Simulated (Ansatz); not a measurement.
Computed with Ansatz on PBE0-D4/def2-TZVP structures; ΔE is electronic, products minus reactants. CCSD(T)/CBS adds triple-zeta CCSD(T) − MP2 to the extrapolated MP2 energy (def2 sets, frozen cores). Functionals use def2-TZVPP. B3LYP here is the variant with VWN-RPA as its local correlation; programs differ in this. For Se outer-core shells are correlated without core-valence functions, which leaves a few kJ/mol of doubt a bond. Scalar relativity is left out up to krypton. One conformer a species, not always the lowest.

`CB(O)[SeH]` + `CSC` → `CSC[SeH]` + `CBO`  (formal exchange of groups at the Se–B bond)

Problem. Is it downhill or uphill in electronic energy at CCSD(T)/CBS, and by how much? (An estimate is asked.)

Solution. The calculation gave: Uphill: ΔE = +1.10 eV.

Problem. What do these levels give: r2SCAN-D4, B3LYP-D4, ωB97X-V, r2SCAN, PBE0, CCSD(T)/def2-TZVPP? (An estimate is asked.)

Solution. Ansatz gave: r2SCAN-D4 1.14, B3LYP-D4 1.06, ωB97X-V 1.09, r2SCAN 1.15, PBE0 1.13, CCSD(T)/def2-TZVPP 1.10 eV.

Largest T1 diagnostic among the species: 0.012.

From PBE to PBE0 (25 % exact exchange), in def2-TZVPP and without D4, ΔE moves by +0.04 eV. In def2-TZVPP, CCSD(T) changes the Hartree–Fock value by −0.05 eV (the triples alone add −0.01 eV) and MP2 by −0.05 eV.
